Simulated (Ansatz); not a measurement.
Steps of a relaxation of BClFH3OSi (`FB(Cl)O[SiH3]`) with RKS PBE-D4/def2-SVP.

```sh
$ ansatz run in.yaml --threads 2 --pin off --events-out ev --progress --plain --max-ram 32768MiB --backend cpu
```

```yaml
crystal:
  periodic: [false, false, false]
  atoms:
    - {symbol: F, position_ang: [-1.604400, -0.339700, -1.699100]}
    - {symbol: B, position_ang: [-1.263300, -0.539900, -0.342300]}
    - {symbol: Cl, position_ang: [-2.530800, -0.336000, 0.998200]}
    - {symbol: O, position_ang: [0.136000, -1.081100, -0.052700]}
    - {symbol: Si, position_ang: [1.092200, 0.256600, 0.190100]}
    - {symbol: H, position_ang: [0.608700, 1.074300, 1.348400]}
    - {symbol: H, position_ang: [2.475600, -0.210300, 0.509800]}
    - {symbol: H, position_ang: [1.178100, 1.118900, -1.008200]}
basis:
  gaussian: {orbitals: def2-SVP}
hamiltonian: {xc: pbe, dispersion: d4}
relax: {f_tol: 0.03, max_steps: 200}
```

Positions (Å) and forces (eV/Å) along the path, 16 of 20 steps:

```xyz
8
step=1 energy=-25867.6083 eV
F    -1.604   -0.340   -1.699    0.612   -0.287    3.201
B    -1.263   -0.540   -0.342    1.216   -1.631   -1.007
Cl   -2.531   -0.336    0.998    1.549   -0.135   -1.668
O     0.136   -1.081   -0.053   -4.761    1.127   -0.901
Si    1.092    0.257    0.190    1.607    0.738    0.716
H     0.609    1.074    1.348   -0.161    0.068    0.061
H     2.476   -0.210    0.510    0.070   -0.126    0.014
H     1.178    1.119   -1.008   -0.131    0.246   -0.417
8
step=5 energy=-25868.5399 eV
F    -1.720   -0.401   -1.615    0.211   -0.049    0.358
B    -1.330   -0.604   -0.342   -0.330   -0.151   -0.544
Cl   -2.605   -0.619    0.878   -0.056   -0.008    0.145
O    -0.033   -0.816   -0.030    0.215    0.443    0.061
Si    1.189    0.352    0.211    0.061   -0.237   -0.007
H     0.786    1.248    1.347    0.000   -0.013    0.012
H     2.455   -0.387    0.534   -0.110    0.026   -0.027
H     1.351    1.169   -1.039    0.009   -0.011    0.001
8
step=6 energy=-25868.5767 eV
F    -1.772   -0.437   -1.617    0.139   -0.008    0.085
B    -1.371   -0.607   -0.351   -0.219   -0.090   -0.198
Cl   -2.641   -0.729    0.872   -0.046   -0.022    0.110
O    -0.067   -0.708   -0.028    0.227    0.291    0.049
Si    1.216    0.380    0.214   -0.052   -0.198   -0.038
H     0.861    1.299    1.346    0.003    0.004    0.018
H     2.431   -0.432    0.548   -0.071    0.012   -0.018
H     1.435    1.176   -1.039    0.018    0.010   -0.007
8
step=7 energy=-25868.5974 eV
F    -1.809   -0.465   -1.621    0.088    0.022    0.014
B    -1.417   -0.610   -0.352   -0.144   -0.075   -0.092
Cl   -2.689   -0.870    0.853   -0.002   -0.016    0.057
O    -0.118   -0.593   -0.007    0.263    0.297    0.092
Si    1.232    0.409    0.214   -0.028   -0.176   -0.032
H     0.972    1.366    1.339   -0.072   -0.010    0.017
H     2.393   -0.475    0.556   -0.059   -0.034   -0.015
H     1.528    1.180   -1.038   -0.046   -0.007   -0.042
8
step=8 energy=-25868.5928 eV rejected
F    -1.820   -0.479   -1.620    0.044    0.087    0.065
B    -1.447   -0.583   -0.343    0.400   -0.232    0.331
Cl   -2.712   -1.062    0.835    0.410    0.182   -0.274
O    -0.153   -0.407    0.033   -1.267   -0.236   -0.168
Si    1.263    0.451    0.216    0.316   -0.023    0.051
H     1.048    1.442    1.328    0.120   -0.021   -0.055
H     2.313   -0.577    0.566   -0.069    0.244   -0.031
H     1.601    1.158   -1.070    0.045   -0.001    0.080
8
step=9 energy=-25868.6114 eV
F    -1.806   -0.464   -1.623    0.040    0.017    0.018
B    -1.436   -0.606   -0.347   -0.015   -0.041   -0.019
Cl   -2.711   -0.963    0.834    0.055   -0.005   -0.019
O    -0.148   -0.511    0.027    0.042    0.154    0.080
Si    1.244    0.425    0.215   -0.032   -0.084   -0.020
H     1.028    1.405    1.333   -0.031   -0.018   -0.011
H     2.364   -0.509    0.557   -0.035   -0.014   -0.013
H     1.555    1.166   -1.053   -0.024   -0.008   -0.016
8
step=10 energy=-25868.6232 eV
F    -1.784   -0.447   -1.620    0.015    0.020    0.010
B    -1.448   -0.601   -0.337    0.051   -0.031    0.042
Cl   -2.733   -1.054    0.801    0.080    0.009   -0.064
O    -0.180   -0.441    0.083   -0.105    0.052    0.069
Si    1.249    0.436    0.217    0.020   -0.007   -0.021
H     1.089    1.443    1.321   -0.009   -0.030   -0.025
H     2.339   -0.536    0.552   -0.033    0.000   -0.008
H     1.560    1.142   -1.072   -0.019   -0.013   -0.003
8
step=11 energy=-25868.6362 eV
F    -1.733   -0.399   -1.609   -0.016    0.014    0.086
B    -1.453   -0.586   -0.315    0.168   -0.049    0.116
Cl   -2.761   -1.185    0.741    0.240    0.103   -0.186
O    -0.220   -0.357    0.180   -0.318   -0.007    0.035
Si    1.257    0.456    0.214   -0.138   -0.098    0.007
H     1.166    1.490    1.303    0.048   -0.019   -0.097
H     2.297   -0.572    0.552    0.007    0.064   -0.036
H     1.538    1.095   -1.121    0.010   -0.009    0.076
8
step=12 energy=-25868.6259 eV rejected
F    -1.679   -0.322   -1.592    0.026   -0.151    0.389
B    -1.459   -0.592   -0.294    0.220    0.191    0.315
Cl   -2.807   -1.317    0.663    0.647    0.288   -0.442
O    -0.269   -0.295    0.299   -0.614   -0.218   -0.168
Si    1.251    0.450    0.231   -0.114    0.161   -0.140
H     1.256    1.577    1.244    0.013   -0.278   -0.096
H     2.288   -0.600    0.529   -0.115    0.099    0.057
H     1.512    1.041   -1.134   -0.062   -0.093    0.085
8
step=13 energy=-25868.6506 eV
F    -1.679   -0.346   -1.598    0.026   -0.003    0.168
B    -1.442   -0.580   -0.300    0.100   -0.041    0.094
Cl   -2.780   -1.222    0.689    0.233    0.104   -0.190
O    -0.233   -0.358    0.256   -0.321   -0.041    0.019
Si    1.249    0.449    0.220   -0.098   -0.014   -0.065
H     1.200    1.516    1.278    0.036   -0.045   -0.078
H     2.305   -0.568    0.541   -0.009    0.049   -0.022
H     1.473    1.053   -1.141    0.033   -0.009    0.074
8
step=15 energy=-25868.6522 eV rejected
F    -1.519   -0.198   -1.543    0.007    0.003    0.706
B    -1.422   -0.527   -0.235    0.128   -0.494   -0.193
Cl   -2.819   -1.355    0.528    0.409    0.381   -0.242
O    -0.274   -0.363    0.472   -0.365    0.170   -0.263
Si    1.221    0.423    0.229   -0.142    0.217   -0.126
H     1.270    1.594    1.181    0.037   -0.209   -0.057
H     2.307   -0.574    0.500   -0.049    0.027    0.055
H     1.328    0.942   -1.186   -0.024   -0.096    0.120
8
step=16 energy=-25868.6725 eV
F    -1.575   -0.238   -1.556    0.075   -0.123    0.295
B    -1.414   -0.581   -0.266   -0.083    0.161    0.017
Cl   -2.810   -1.286    0.587    0.256    0.063   -0.178
O    -0.256   -0.369    0.396   -0.187   -0.045   -0.090
Si    1.226    0.438    0.220   -0.068    0.015   -0.068
H     1.244    1.559    1.222    0.012   -0.062   -0.052
H     2.302   -0.561    0.518    0.003    0.022    0.001
H     1.375    0.981   -1.178   -0.009   -0.032    0.076
8
step=17 energy=-25868.6847 eV
F    -1.523   -0.201   -1.530   -0.004   -0.021    0.041
B    -1.408   -0.560   -0.246   -0.070   -0.004    0.017
Cl   -2.799   -1.336    0.532    0.082    0.032   -0.068
O    -0.280   -0.342    0.457    0.009    0.013    0.015
Si    1.212    0.435    0.218   -0.023    0.000   -0.010
H     1.277    1.572    1.194    0.010   -0.006   -0.007
H     2.283   -0.570    0.509    0.007   -0.001    0.000
H     1.330    0.944   -1.190   -0.011   -0.012    0.011
8
step=18 energy=-25868.6866 eV
F    -1.510   -0.176   -1.517   -0.007   -0.011    0.024
B    -1.408   -0.552   -0.236    0.041    0.028   -0.024
Cl   -2.787   -1.373    0.502   -0.005   -0.006   -0.001
O    -0.294   -0.317    0.485   -0.022   -0.011    0.003
Si    1.207    0.435    0.219   -0.010    0.008   -0.007
H     1.302    1.583    1.178    0.005    0.004    0.002
H     2.270   -0.579    0.511    0.002   -0.005   -0.001
H     1.313    0.922   -1.197   -0.004   -0.006    0.004
8
step=19 energy=-25868.6866 eV
F    -1.508   -0.171   -1.515    0.023    0.015   -0.021
B    -1.404   -0.548   -0.236   -0.075   -0.037    0.030
Cl   -2.784   -1.379    0.495    0.010    0.004   -0.008
O    -0.296   -0.314    0.493    0.032    0.013    0.004
Si    1.205    0.435    0.221    0.009    0.006   -0.005
H     1.308    1.586    1.175    0.000    0.000    0.000
H     2.267   -0.581    0.510   -0.002    0.000    0.000
H     1.304    0.915   -1.198    0.002    0.000   -0.001
8
step=20 energy=-25868.6868 eV
F    -1.504   -0.166   -1.512    0.001    0.000    0.001
B    -1.406   -0.548   -0.234    0.001    0.003    0.000
Cl   -2.783   -1.387    0.489   -0.001   -0.001    0.001
O    -0.299   -0.309    0.498   -0.003    0.001   -0.002
Si    1.204    0.436    0.220    0.007   -0.005   -0.003
H     1.313    1.588    1.173   -0.002    0.001   -0.002
H     2.263   -0.583    0.510    0.001    0.000    0.002
H     1.303    0.912   -1.200   -0.003    0.002    0.002
```

Run time 55 s (2 threads of a server CPU on a shared host); peak host memory 0.36 GiB.
